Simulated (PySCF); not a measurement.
**Electron correlation in Zn⁺ (zinc, charge +1)**

[Ar] 3d10 4p1, 2P determinant (an excited configuration). Calculation: PySCF 2.14, in x2c-TZVPPall with one added diffuse shell each of s, p, d, f type (7s6p5d3f1g, 80 functions); the spin-free X2C one-electron Hamiltonian (Gaussian nucleus). Frozen: [Ar]; 11 electrons correlated.

```tsv
level	correlation energy (mhartree)
CCSD	-401.53
(T)	-11.28
CCSD(T)	-412.81
```

Diagnostics: T1 = 0.013, D1 = 0.0453, largest double amplitude 0.022.

Cost of the coupled-cluster step: roughly 21 core-seconds, for 11 correlated electrons.
